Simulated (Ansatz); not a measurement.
System: Te₂, charge 0, triplet. Te2 (SMILES [Te]=[Te], triplet).
B3LYP-D3(BJ)/def2-TZVP minimum from Ansatz (a quantum-chemistry and plane-wave program):
```
Te
Te 1 2.5746
```
Charge 0, spin multiplicity 3.

Total energies in hartree (Ansatz). UHF or UKS for unpaired electrons; spin-orbit terms are left out. Correlated methods leave the cores frozen (noble-gas shells, and filled d and f shells in the p block). Past Kr the def2 sets carry scalar-relativistic core potentials. Spin-orbit terms, left out, reach several kcal/mol for Br and I, and more for heavier atoms. The UHF reference of Te2 ([Te]=[Te], triplet) is spin-contaminated (<S^2> up to 0.06 over the pure value in the sets run). The determinant of Te2 ([Te]=[Te], triplet) is a saddle point of the SCF energy; a lower one exists, which strains HF and MP2.

| species | HF/def2-TZVPP | CCSD(T)/def2-TZVPP | HF/def2-QZVPP | CCSD(T)/def2-QZVPP | CCSDT(Q)/def2-TZVPP |
|---|---|---|---|---|---|
| 1: Te2 (SMILES [Te]=[Te], triplet) | -534.04469 | -534.31666 | -534.04859 | -534.34854 | -534.31908 |
| 2: Te (triplet) | -267.00555 | -267.11065 | -267.00694 | -267.12283 | -267.11130 |

Question: Work out the atomisation energy (electronic, to ground-state atoms) in kcal/mol: take Hartree-Fock from def2-QZVPP, extrapolate the CCSD(T) correlation energy as X^-3 (X = 3, 4), and add CCSDT(Q) - CCSD(T) in def2-TZVPP. 1 hartree = 627.51 kcal/mol.

Answer: 
Species 1: correlation (64·(-0.29995) - 27·(-0.27197))/37 = -0.32037; step -0.00242; E1 = -534.04859 + (-0.32037) + (-0.00242) = -534.37138
Species 2: correlation (64·(-0.11589) - 27·(-0.10510))/37 = -0.12376; step -0.00065; E2 = -267.00694 + (-0.12376) + (-0.00065) = -267.13135
-1·E1 +2·E2 = 0.10868 hartree = 68.2 kcal/mol.
